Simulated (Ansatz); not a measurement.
```yaml
crystal:
  periodic: [false, false, false]
  atoms:
    - {symbol: O, position_ang: [5.321899, -2.657585, -0.942087]}
    - {symbol: C, position_ang: [3.484072, -2.670142, 0.332391]}
    - {symbol: F, position_ang: [3.257804, -4.367984, 2.220439]}
    - {symbol: C, position_ang: [1.270945, -0.997674, 0.145120]}
    - {symbol: C, position_ang: [1.276150, 0.836684, -1.743094]}
    - {symbol: C, position_ang: [-0.762165, 2.451156, -1.991439]}
    - {symbol: C, position_ang: [-2.806093, 2.239175, -0.358174]}
    - {symbol: C, position_ang: [-2.813396, 0.413217, 1.523635]}
    - {symbol: C, position_ang: [-0.777768, -1.209931, 1.781483]}
    - {symbol: H, position_ang: [2.892688, 0.963334, -2.992123]}
    - {symbol: H, position_ang: [-0.762910, 3.879086, -3.458655]}
    - {symbol: H, position_ang: [-4.403683, 3.506367, -0.554491]}
    - {symbol: H, position_ang: [-4.411110, 0.254259, 2.794043]}
    - {symbol: H, position_ang: [-0.766396, -2.639945, 3.242914]}
basis:
  gaussian: {orbitals: def2-TZVPD}
hamiltonian: {xc: {name: r2SCAN0}, dispersion: d4}
output: {forces: true}
```

```sh
$ ansatz run in.yaml --threads 2 --pin off --events-out ev --progress --plain --max-ram 32768MiB --backend cuda --devices 0, --max-vram 18GiB
```

Output, abridged:

```
Functional definition: r2SCAN0
1854 factors; their error is unknown
mean field evaluation 1: about -11997.9032 eV, gradient 1.0e2 eV
mean field evaluation 2: about -11181.3089 eV, gradient 3.1e2 eV
mean field evaluation 4: about -11640.9078 eV, gradient 2.0e2 eV
mean field evaluation 8: about -12027.6940 eV, gradient 1.1e1 eV
mean field evaluation 16: about -12028.6372 eV, gradient 3.4e-1 eV
mean field evaluation 64: about -12028.5630 eV, gradient 3.5e0 eV
mean field evaluation 96: about -12027.2513 eV, gradient 4.7e0 eV
mean field -12028.63875136 eV, -442.0443208084 hartree, gradient 4.5e-6 eV, S^2 0.000000; 10 other end points of the search recorded, 0 dependent functions left out
reference -12028.63877829 eV, -442.0443217978 hartree; 32, 32 occupied and 352, 352 virtual orbitals, 1854 factors
Total energy: -12028.73259910 eV, -442.0477696491 hartree
Atom 0 at     5.321899    -2.657585    -0.942087 Å, force    -4.466880    -0.017863     3.084938 eV/Å
Atom 1 at     3.484072    -2.670142     0.332391 Å, force     3.326173    -0.762942    -1.504884 eV/Å
Atom 2 at     3.257804    -4.367984     2.220439 Å, force     0.126662     1.586338    -1.705907 eV/Å
Atom 3 at     1.270945    -0.997674     0.145120 Å, force     0.261811    -0.201438     0.026036 eV/Å
Atom 4 at     1.276150     0.836684    -1.743094 Å, force     1.452066     0.033868    -1.037118 eV/Å
Atom 5 at    -0.762165     2.451156    -1.991439 Å, force    -0.017558     1.471244    -1.502469 eV/Å
Atom 6 at    -2.806093     2.239175    -0.358174 Å, force    -1.691993     1.314863    -0.179565 eV/Å
Atom 7 at    -2.813396     0.413217     1.523635 Å, force    -1.674162    -0.109284     1.274158 eV/Å
Atom 8 at    -0.777768    -1.209931     1.781483 Å, force     0.065668    -1.283896     1.271247 eV/Å
Atom 9 at     2.892688     0.963334    -2.992123 Å, force    -2.511232    -0.294244     2.039389 eV/Å
Atom 10 at    -0.762910     3.879086    -3.458655 Å, force    -0.004392    -2.240415     2.306632 eV/Å
Atom 11 at    -4.403683     3.506367    -0.554491 Å, force     2.510124    -1.995600     0.313024 eV/Å
Atom 12 at    -4.411110     0.254259     2.794043 Å, force     2.503035     0.262650    -2.004808 eV/Å
Atom 13 at    -0.766396    -2.639945     3.242914 Å, force     0.120678     2.236718    -2.380673 eV/Å
Dipole moment:    -2.576445     2.324236    -0.602492 e Å
```

In this input the coordinates are in bohr but typed as ångström. The calculation finished and met its thresholds. The result belongs to that input, not to the molecule as meant.
